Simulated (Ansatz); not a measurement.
SiH(NHMe)3 (C₃H₁₃N₃Si), 20 atoms. Hardware: 4 threads of Intel Xeon on a shared host.

Correlated methods freeze 11 core orbitals.

Problem. How many basis functions does each of these Ansatz runs have, and roughly what does it cost? MP2/def2-TZVP, charge 0 singlet, energy, from earlier orbitals; B3LYP-D4/6-31G, charge 0 singlet, energy; RPA@PBE/def2-TZVP, charge 0 singlet, energy, from earlier orbitals; PBE0-D4/def2-SVP, charge 0 singlet, energy, from earlier orbitals; HSE06-D4/def2-TZVP, charge 0 singlet, energy, from earlier orbitals; PBE-D4/def2-TZVPD, charge -1 doublet at the geometry of the charge 0 singlet, energy, from earlier orbitals; CCSD(T)/def2-SVP, charge 0 singlet, energy, from earlier orbitals; ωB97M-V/def2-TZVP, charge 0 singlet, energy, from earlier orbitals; HF/STO-3G, charge 0 singlet, energy; PBE-D4/def2-TZVPD, charge 0 singlet, energy, from earlier orbitals; HF/6-31G, charge 0 singlet, energy; PBE-D4/def2-TZVP, charge 0 singlet, energy, from earlier orbitals.

Solution. Other jobs shared the machine, so times can vary by a factor of up to 3. A dash marks memory too small to be measured apart from the calling script's.

| run | functions | fitting or Cholesky vectors | wall time | peak host memory (GiB) |
| --- | --- | --- | --- | --- |
| HF/STO-3G, charge 0 singlet, energy | 52 | 704 | 0.5 s | – |
| HF/6-31G, charge 0 singlet, energy | 93 | 1333 | 1.2 s | – |
| B3LYP-D4/6-31G, charge 0 singlet, energy | 93 | 1333 | 2 s | – |
| PBE0-D4/def2-SVP, charge 0 singlet, energy, from earlier orbitals | 167 | 1940 | 3.1 s | – |
| PBE-D4/def2-TZVP, charge 0 singlet, energy, from earlier orbitals | 301 | 1829 | 4.5 s | – |
| PBE-D4/def2-TZVPD, charge 0 singlet, energy, from earlier orbitals | 382 | 1997 | 7 s | 0.74 |
| HSE06-D4/def2-TZVP, charge 0 singlet, energy, from earlier orbitals | 301 | 1845 | 7.5 s | 1.1 |
| MP2/def2-TZVP, charge 0 singlet, energy, from earlier orbitals | 301 | 2052 | 8 s | 0.96 |
| RPA@PBE/def2-TZVP, charge 0 singlet, energy, from earlier orbitals | 301 | 2052 | 12 s | 0.95 |
| ωB97M-V/def2-TZVP, charge 0 singlet, energy, from earlier orbitals | 301 | 1829 | 14 s | 1.3 |
| PBE-D4/def2-TZVPD, charge -1 doublet at the geometry of the charge 0 singlet, energy, from earlier orbitals | 382 | 1997 | 23 s | 0.99 |
| CCSD(T)/def2-SVP, charge 0 singlet, energy, from earlier orbitals | 167 | 1713 | 46 s | 2 |
